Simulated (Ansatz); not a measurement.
Reactions of Al2H4Se (`[AlH2][AlH][SeH]`).

Isolated molecules relaxed with PBE0-D4/def2-TZVP in Ansatz; ΔE leaves out vibrations. CBS: MP2 limit from def2 TZ/QZ plus the TZ coupled-cluster correction, frozen cores. This one scheme is used for every species, atoms too. Double bonds are as drawn, so ΔE can hold a change between cis and trans. Functionals use def2-TZVPP. No spin–orbit coupling; open shells (•) take unrestricted orbitals. Spin–orbit coupling would lower the free atoms: a little for Al; clearly for Se. Bonds to Se are less sure, by a few kJ/mol each and by 10 to 20 or more in all where they break to atoms, as the def2 sets lack core-valence functions. Scalar relativity is left out up to krypton. Each species was taken in one conformer, which may not be the lowest.

```csv
reaction,CCSD(T)/CBS(def2) (eV)
`[AlH2][AlH][SeH]` + `F/C=C\S` → `F/C=C/[S][AlH2]` + `[AlH2][SeH]`,-1.03
`[AlH2][AlH][SeH]` + `C1N[SiH2]1` → `[AlH2][N]1C[SiH2]1` + `[AlH2][SeH]`,?
`[AlH2][AlH][SeH]` + H–F → `[F][AlH][SeH]` + `[AlH3]`,-1.80
`[AlH2][AlH][SeH]` + CH₃OH → `C[O][AlH][SeH]` + `[AlH3]`,?
`[AlH2][AlH][SeH]` + `CC[SiH3]` → `C[CH]([SiH3])[AlH][AlH2]` + H₂Se,1.39
`[AlH2][AlH][SeH]` + `O[SiH](O)[SiH3]` → `O[SiH]([SiH3])[O][AlH2]` + `[AlH2][SeH]`,-1.63
`[AlH2][AlH][SeH]` + H₂ → `[AlH2][SeH]` + `[AlH3]`,-0.09
`[AlH2][AlH][SeH]` + `N[SiH3]` → `[SiH3][NH][AlH][SeH]` + `[AlH3]`,-1.01
`[AlH2][AlH][SeH]` → 2 Al• + 4 H• + Se•,17.39
`[AlH2][AlH][SeH]` + `CC` → `C[CH2][AlH][AlH2]` + H₂Se,?
```

(1) Fill in the missing values. (An estimate is asked.)

Largest T1 diagnostic: 0.018, for Al•.

Results:

(1) Ansatz gave: `[AlH2][AlH][SeH]` + `C1N[SiH2]1` → `[AlH2][N]1C[SiH2]1` + `[AlH2][SeH]`: -1.15 eV; `[AlH2][AlH][SeH]` + CH₃OH → `C[O][AlH][SeH]` + `[AlH3]`: -1.30 eV; `[AlH2][AlH][SeH]` + `CC` → `C[CH2][AlH][AlH2]` + H₂Se: +1.58 eV.
